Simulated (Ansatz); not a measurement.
A nudged elastic band was laid between two geometries of GeH4O + H (7 atoms, charge 0, multiplicity 2).

Computed with UHF/def2-SVP in Ansatz 0.2.0.

| Property | Result |
| --- | --- |
| movable images | 7 |
| climbing image | yes |
| spring | 2.0 to 10.0 eV/Å², energy-weighted |
| optimiser | quadratic models (default) |
| start path | through a guess of the saddle point |
| force threshold | 0.03 eV/Å |
| iteration limit | 60 |
| end points | relaxed |

Image 0:

```xyz
7
Properties=species:S:1:pos:R:3
Ge 0.030 -0.007 -0.326
H 0.145 0.222 1.188
H 1.407 -0.021 -0.984
H -0.864 1.080 -0.940
O -0.660 -1.602 -0.643
H -1.529 -1.770 -0.314
H 0.080 0.008 5.140
```

Image 8:

```xyz
7
Properties=species:S:1:pos:R:3
Ge -0.089 0.408 -0.891
H -0.004 -0.602 2.933
H 1.430 0.318 -1.086
H -0.843 0.153 -2.215
O -0.490 -0.865 0.276
H -1.408 -1.022 0.434
H 0.013 -0.480 3.671
```

Q: Which bonds break or form, and what moves?

A: Bonds broken: Ge1–H2. Bonds formed: H2–H7. GeH4O + H becomes GeH3O + H2.

Q: What energy profile does the band end with?

A: The forces met the threshold. The highest image is number 4 of 0 to 8, 12.9 kcal/mol above the first end and 24.9 kcal/mol above the last; the last end lies 12.1 kcal/mol below the first. The order of the point at the top wasn't checked. Another band between the same ends, with other settings, climbed to 0.198 eV only, so this may not be the lowest route.

```tsv
image	path coordinate (Å)	energy (kcal/mol)	Ge1–H2 (Å)	H2–H7 (Å)
0	0.00	0.0	1.54	3.96
1	1.20	0.4	1.53	2.64
2	1.90	2.9	1.53	1.89
3	2.28	7.9	1.56	1.45
4	2.55	12.9	1.72	1.07
5	2.84	3.6	2.07	0.79
6	3.52	-7.1	2.66	0.75
7	4.98	-11.3	3.41	0.75
8	6.43	-12.1	3.96	0.75
```

Q: What is the geometry of the highest image?

A: 
```xyz
7
Properties=species:S:1:pos:R:3
Ge 0.023 -0.031 0.071
H 0.087 0.066 1.782
H 1.432 0.015 -0.520
H -0.859 1.110 -0.463
O -0.647 -1.592 -0.413
H -1.548 -1.763 -0.189
H 0.121 0.105 2.853
```

Time of the run: 70 s on 1 thread of Intel(R) Xeon(R) 6975P-C (Granite Rapids) (shared host), peak memory 0.17 GiB.
